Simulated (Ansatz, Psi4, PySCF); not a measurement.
C$_{3}$H$_{3}$, charge -1, singlet, geometry from GFN2-xTB (in this run its highest filled SCF level lies above zero, so its values depend strongly on the basis, on diffuse functions most of all). Base run: MP2/STO-3G run with PySCF.

Input for PySCF:
```python
from pyscf import gto, scf, mp

mol = gto.M(
    atom='''
C    -0.000588   -0.067353    0.131452
C     0.012727    0.421654    1.286929
C    -0.009166   -0.235089   -1.200541
H     0.008172   -0.086694    2.252544
H     0.909339   -0.330062   -1.783745
H    -0.935345   -0.298514   -1.775838
''',
    basis='sto-3g',
    charge=-1,
    spin=0,
    verbose=4,
)

mf = scf.RHF(mol)
mf.kernel()

pt = mp.MP2(mf)
pt.kernel()
print('E(MP2) = %.10f' % pt.e_tot)
```

The same geometry, method and basis name were run in Ansatz (a program for electronic structure) and Psi4 and PySCF, at each program's defaults and at the settings that a row names. The base is PySCF at its defaults. Differences at the defaults can come from grids, fitting, cores and function types together.

```tsv
code and settings	ΔE vs base (µEh)	basis functions	E (Eh)	SCF cycles
PySCF, defaults (exact integrals, spherical functions, all electrons correlated)	0.0	18	-113.80768	10
Psi4, defaults (density fitting with its default set, spherical functions, all electrons correlated)	-334	18	-113.80801	12
Ansatz, defaults (factorised integrals, spherical functions, frozen core)	1217	18	-113.80646	-
PySCF, frozen core	1212	18	-113.80646	10
Psi4, exact integrals, spherical functions, frozen core	1212	18	-113.80646	12
Ansatz, high accuracy, frozen core	1212	18	-113.80646	-
```
